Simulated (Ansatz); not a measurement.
Geometry optimisation, RKS BLYP-D4/cc-pVDZ in Ansatz.

The input (input.yaml):

```yaml
crystal:
  periodic: [false, false, false]
  atoms:
    - { symbol: Si, position_ang: [0.0, 0.0, 0.0] }
    - { symbol: H, position_ang: [0.0, 0.0, 1.46] }
    - { symbol: Cl, position_ang: [2.0086, 0.0, -0.7093] }
    - { symbol: Cl, position_ang: [-1.0032, 1.7381, -0.7093] }
    - { symbol: Cl, position_ang: [-1.0032, -1.7381, -0.7093] }
basis:
  gaussian: { orbitals: cc-pVDZ }
hamiltonian:
  xc: blyp
  dispersion: d4
relax:
  f_tol: 0.02
  max_steps: 40
```

Run as:

```bash
$ ansatz run input.yaml --threads 1 --pin off --max-ram 2048MiB --backend cpu --events-out ev --progress --plain --runs-dir out
```

Problem. Where does it end, and by what steps?

Solution. The forces met the threshold. After 2 steps the energy has fallen by 0.048 eV; Cl3 moved furthest, 0.04 Å.

| step | energy less start (eV) | largest force component (eV/Å) | accepted |
| --- | --- | --- | --- |
| 0 | 0.0000 | 1.105 | yes |
| 1 | -0.0459 | 0.338 | yes |
| 2 | -0.0481 | 0.015 | yes |

```xyz
5
Properties=species:S:1:pos:R:3
Si 0.000 0.000 -0.011
H 0.000 0.000 1.478
Cl 1.968 0.000 -0.711
Cl -0.983 1.704 -0.711
Cl -0.983 -1.704 -0.711
```

Whether the end is a true minimum wasn't checked by a vibrational analysis.

Time of the run: 19 s on 1 thread of Arm Neoverse N1 (shared host), peak memory 0.12 GiB.
